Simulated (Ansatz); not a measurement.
Gas-phase electronic energies from Ansatz, PBE0-D4/def2-TZVP geometries. CCSD(T)/CBS is the MP2 limit (def2-TZVPP, def2-QZVPP) plus CCSD(T) − MP2 in def2-TZVPP, frozen cores. Functionals use def2-TZVPP. B3LYP here is the variant with VWN-RPA as its local correlation; programs differ in this. def2 core potentials past Kr. For Sn outer-core shells are correlated without core-valence functions, which leaves a few kJ/mol of doubt a bond. One conformer a species, not always the lowest.

`CC[CH](O)[AlH2]` + `[CH3][SnH3]` → `[CH3][SnH2][AlH2]` + `CCCO`  (formal exchange of groups at the Al–C bond)

`CC[CH](O)[AlH2]`:

```xyz
14

C     0.731   -0.619   -1.652
C     0.759   -0.131   -0.210
C    -0.612    0.283    0.324
O    -1.548   -0.794    0.322
Al   -0.531    1.020    2.161
H     1.733   -0.867   -2.008
H     0.320    0.148   -2.316
H     0.125   -1.523   -1.761
H     1.180   -0.919    0.426
H     1.435    0.728   -0.132
H    -0.980    1.095   -0.333
H    -1.669   -1.098   -0.582
H     0.398    2.292    2.396
H    -1.342    0.385    3.366
```

`[CH3][SnH3]`:

Z-matrix (Å, degrees):
```
C
Sn 1 2.140
H 1 1.090 2 110.0
H 1 1.090 2 110.0 3 -120.0
H 1 1.090 2 110.0 3 120.0
H 2 1.709 1 110.1 3 -59.7
H 2 1.709 1 110.1 3 -179.7
H 2 1.709 1 110.1 3 60.3
```

`[CH3][SnH2][AlH2]`:

Z-matrix (Å, degrees):
```
C
Sn 1 2.152
H 1 1.090 2 110.0
H 1 1.090 2 109.7 3 -120.0
H 1 1.090 2 110.0 3 120.0
Al 2 2.662 1 114.5 3 -59.2
H 2 1.718 1 107.4 3 176.9
H 2 1.719 1 107.3 3 64.0
H 6 1.590 2 120.7 1 -175.7
H 6 1.591 2 120.9 1 4.4
```

`CCCO`:

Cartesian coordinates in Å:
```
C 0.296 0.838 -1.238
C -0.499 -0.009 -0.260
C 0.289 -0.333 0.993
O -0.449 -1.074 1.942
H 1.213 0.331 -1.550
H -0.283 1.057 -2.138
H 0.583 1.793 -0.789
H -0.802 -0.946 -0.744
H -1.421 0.504 0.031
H 1.219 -0.856 0.723
H 0.579 0.591 1.501
H -0.726 -1.897 1.530
```

```
             level  ΔE (eV)
            B2PLYP    -0.74
             B3LYP    -0.76
     HF/def2-TZVPP    -0.82
CCSD(T)/def2-TZVPP    -0.72
```

Question: What does CCSD(T)/CBS give? (Estimate.)

Answer: Ansatz gave: -0.76 eV. The listed levels differ from it by 0.02, 0.00, -0.06, 0.04 eV.

Largest T1 diagnostic among the species: 0.012.

In def2-TZVPP, CCSD(T) changes the Hartree–Fock value by +0.10 eV (the triples alone add +0.02 eV) and MP2 by +0.10 eV. The D4 term adds +0.05 eV with B3LYP and +0.03 eV with PBE0; it sums over pairs of atoms, weighted by their polarisabilities, and B3LYP, whose exchange is more repulsive, gets the larger term.
